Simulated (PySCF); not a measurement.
Screening by computed properties: pick the candidate that meets the target.

Each SMILES stands for a single optimised conformer of the isolated species, non-relativistic unless stated; the electronic structure was computed with PySCF and density fitting.

Dipoles, sizes and rotational constants follow the conformer. The torsions of the flexible species, by atom-mapped SMILES:
- `[CH2:1]=[C:2]([SiH3:3])/[CH:4]=[N:5]\[CH2:6][CH3:7]`: C1–C2–C4–N5 63°, C4–N5–C6–C7 131°
- `[O:1]=[C:2]([OH:3])[CH2:4][CH:5]([Cl:6])[Cl:7]`: O1–C2–C4–C5 31°, C2–C4–C5–Cl6 -169°, H–O3–C2–O1 0°
- `[CH2:1]=[CH:2][Si@@H:3]([NH2:4])[CH:5]1[CH2:6][CH2:7]1`: C1–C2–Si3–N4 -9°, C2–Si3–C5–C6 56°, H–N4–Si3–C2 166°, H–N4–Si3–C2 -57°
- `[F:1]/[C:2]([SiH3:3])=[P:4]\[c:5]1[cH:6][cH:7][s:8][cH:9]1`: C2–P4–C5–C6 95°
- `[CH3:1][CH:2]([CH3:3])[O:4][C@H:5]([CH3:6])[F:7]`: C1–C2–O4–C5 151°, C2–O4–C5–C6 -168°
- `[CH3:1][CH2:2][c:3]1[cH:4][cH:5][n:6][cH:7][cH:8]1`: C1–C2–C3–C4 89°

(1) Wanted: lowest singlet excitation between 5 eV and 6.2 eV (TDDFT CAM-B3LYP/def2-SVPD) and smallest rotational constant below 1.3 GHz (GFN2-xTB), at GFN2-xTB geometries. Which candidate meets both?
A. `F/C([SiH3])=P\c1ccsc1`
B. `C=C[Si@@H](N)C1CC1`
C. `C=C([SiH3])/C=N\CC`
D. `CC(C)O[C@H](C)F`
E. `C(CC(=O)O)(Cl)Cl`

(2) Wanted: dipole moment below 1 D (CAM-B3LYP/def2-SVPD) and static isotropic polarisability above 70 au (CAM-B3LYP/def2-SVPD), at GFN2-xTB geometries. Which candidate meets both?
A. `C#Cc1cnn([SiH3])n1`
B. `CCc1ccncc1`
C. `[PH]1(C=C1)=S`
D. `O=C(O)CC(Cl)Cl`
E. `C=C([SiH3])/C=N\CC`

(3) Wanted: electronic spatial extent ⟨r²⟩ about the centre of nuclear charge above 1280 bohr² (CAM-B3LYP/def2-SVPD) and HOMO energy above -8.64 eV (CAM-B3LYP/def2-SVPD), at GFN2-xTB geometries. Which candidate meets both?
A. `CC(C)O[C@H](C)F`
B. `n1(nc(cn1)C#C)[SiH3]`
C. `S=[PH]1C=C1`
D. `C=C([SiH3])/C=N\CC`
E. `C=C[Si@@H](N)C1CC1`
F. `O=C(O)CC(Cl)Cl`

(4) Wanted: lowest triplet excitation (Tamm–Dancoff) between 4.2 eV and 5 eV (TDA CAM-B3LYP/def2-SVPD) and HOMO–LUMO gap above 8.6 eV (CAM-B3LYP/def2-SVPD), at GFN2-xTB geometries. Which candidate meets both?
A. `C=C[Si@@H](N)C1CC1`
B. `F/C([SiH3])=P\C1=CSC=C1`
C. `O=C(O)CC(Cl)Cl`
D. `CC(C)O[C@H](C)F`
E. `C#CC1=NN([SiH3])N=C1`
F. `C=C([SiH3])/C=N\CC`

## Answers

(1) E. Computed values:
```
              species  lowest singlet excitation  smallest rotational constant
F/C([SiH3])=P\c1ccsc1                    4.29 eV                     0.459 GHz
   C=C([SiH3])/C=N\CC                    4.57 eV                     1.033 GHz
     C(CC(=O)O)(Cl)Cl                    5.95 eV                     0.885 GHz
   C=C[Si@@H](N)C1CC1                    6.43 eV                     1.257 GHz
      CC(C)O[C@H](C)F                    8.19 eV                     1.316 GHz
```

(2) A. Computed values:
```csv
species,dipole moment,static isotropic polarisability
C#Cc1cnn([SiH3])n1,0.55 D,92.3 au
C=C([SiH3])/C=N\CC,1.89 D,95.8 au
O=C(O)CC(Cl)Cl,2.44 D,71.0 au
CCc1ccncc1,2.83 D,85.3 au
[PH]1(C=C1)=S,4.29 D,67.2 au
```

(3) B. Computed values:
```csv
species,electronic spatial extent ⟨r²⟩ about the centre of nuclear charge,HOMO energy
S=[PH]1C=C1,461 bohr²,-7.90 eV
CC(C)O[C@H](C)F,949 bohr²,-9.74 eV
C=C[Si@@H](N)C1CC1,1061 bohr²,-8.71 eV
O=C(O)CC(Cl)Cl,1244 bohr²,-10.14 eV
C=C([SiH3])/C=N\CC,1256 bohr²,-8.34 eV
n1(nc(cn1)C#C)[SiH3],1297 bohr²,-8.58 eV
```

(4) A. Computed values:
```csv
species,lowest triplet excitation (Tamm–Dancoff),HOMO–LUMO gap
F/C([SiH3])=P\C1=CSC=C1,2.60 eV,7.44 eV
C=C([SiH3])/C=N\CC,3.89 eV,8.47 eV
C#CC1=NN([SiH3])N=C1,4.09 eV,8.69 eV
C=C[Si@@H](N)C1CC1,4.34 eV,9.55 eV
O=C(O)CC(Cl)Cl,5.45 eV,10.66 eV
CC(C)O[C@H](C)F,8.02 eV,11.12 eV
```
